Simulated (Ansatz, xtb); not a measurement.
# BFH3InSi2: where a starting geometry ends

The starting geometry of this gas-phase singlet was built from a drawn formula by distance geometry; its bonds are those of `[F][In]1[BH][Si]1=[SiH2]`.

```csv
atom,x (Å),y (Å),z (Å)
B,0.8133,0.4919,0.8245
F,-1.2554,3.7713,1.0332
In,-0.1256,2.4512,1.7658
Si,0.2459,-0.0474,2.6158
Si,-0.2991,-1.8052,3.5279
H,1.2287,0.3081,-0.2519
H,0.6830,-2.8626,3.5412
H,-1.7350,-2.1459,3.5871
```

Task: Where would you expect an optimisation with r2SCAN-D4/def2-SVP to take it?

Result: A new bond forms, giving a structure given below by its coordinates. Distances that change by over a tenth: Si4–Si5 (2.05 → 2.37 Å). Contacts that close: In3–Si5 (4.61 → 2.60 Å).

The energy falls by 2.56 eV over 34 steps:

| step | E − E(last) (eV) |
| --- | --- |
| 1 | 2.560 |
| 5 | 0.641 |
| 8 | 0.488 |
| 12 | 0.439 |
| 16 | 0.427 |
| 19 | 0.418 |
| 23 | 0.242 |
| 27 | 0.097 |
| 30 | 0.019 |
| 34 | 0.000 |

Final geometry (Å):

```xyz
8

B     0.9329    0.3490    0.3111
F    -0.7489    3.0729    2.4812
In   -0.4296    1.2048    2.0138
Si    0.2474   -1.1341    1.1685
Si   -0.5444   -0.9916    3.3938
H     1.4184    0.9065   -0.6290
H     0.4533   -1.4138    4.4239
H    -1.7733   -1.8322    3.4802
```

From the same start GFN2-xTB ends elsewhere, differing in B1–In3 (2.79 against 2.34 Å here), F2–In3 (2.65 against 1.95 Å here), F2–Si5 (1.73 against 4.17 Å here), In3–Si4 (3.12 against 2.58 Å here), In3–Si5 (3.74 against 2.60 Å here).

No frequencies were run, so the end isn't proven a minimum. Atoms past krypton carry core potentials, without spin–orbit terms. Run with Ansatz 0.2.0, 2 min on 2 threads of Intel(R) Xeon(R) Platinum 8375C CPU @ 2.90GHz (Ice Lake), on a shared host.
